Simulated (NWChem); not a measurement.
# AlP3H6; SMILES [PH2][Al]([PH2])[PH2]

```xyz
10

Al     0.0016     0.0012     0.0360
P     -2.0910    -1.0758     0.0373
H     -1.7320    -2.0731    -0.9156
H     -2.6930    -0.2066    -0.9187
P      0.1199     2.3471    -0.0870
H      1.0971     2.5012     0.9389
H     -0.9934     2.5856     0.7702
P      1.9780    -1.2679    -0.0870
H      1.5239    -2.3120     0.7700
H      2.6730    -0.5635     0.9386
```
Atoms are numbered in this order, from 1.

Program: NWChem. Medium grid unless said otherwise, to which SCAN and Minnesota functionals are sensitive. Structure relaxed at the B3LYP/6-31G* (spherical d) level.

**Question.** Order these by “highest occupied level (eV)”, lowest first: MN15-L/def2-SVP; PW91/def2-SVP; B3LYP/def2-SVP; LC-BLYP (range parameter 0.33 per bohr)/def2-SVP.

**Answer.** LC-BLYP (range parameter 0.33 per bohr)/def2-SVP (-9.05), B3LYP/def2-SVP (-6.72), MN15-L/def2-SVP (-6.34), PW91/def2-SVP (-5.98)
